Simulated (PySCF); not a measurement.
**Working out the ionisation energy of F²⁺**

F²⁺ [He] 2s2 2p3 (4S) → F³⁺ [He] 2s2 2p2 (3P). Calculation: PySCF 2.14, in aug-cc-pCVTZ-DK (7s6p4d2f, 59 functions); the spin-free X2C one-electron Hamiltonian (Gaussian nucleus). Frozen: 1s2. Energies in hartree (1 hartree = 27.21139 eV):

| part | F²⁺ (lower) | F³⁺ (upper) |
| --- | --- | --- |
| UHF | -97.692200 | -95.405502 |
| CCSD correlation | -0.117812 | -0.104037 |
| (T) | -0.001279 | -0.001196 |

Problem. What does Hartree-Fock give?

Solution. (-95.405502) − (-97.692200) = 2.286698 hartree = 62.224 eV.

Problem. What do CCSD and CCSD(T) give?

Solution. The CCSD correlation energies differ by 0.013775 hartree = 0.375 eV and the triples by 0.000083 hartree = 0.002 eV, so CCSD gives 62.599 eV and CCSD(T) 62.601 eV.

A first-order spin-orbit estimate adds -0.053 eV to CCSD(T) (valence), giving 62.548 eV against 62.708 eV (semi-empirical (NIST evaluation); NIST Atomic Spectra Database, ionization energies).

What remains against the reference includes basis incompleteness, the frozen core and higher excitations.
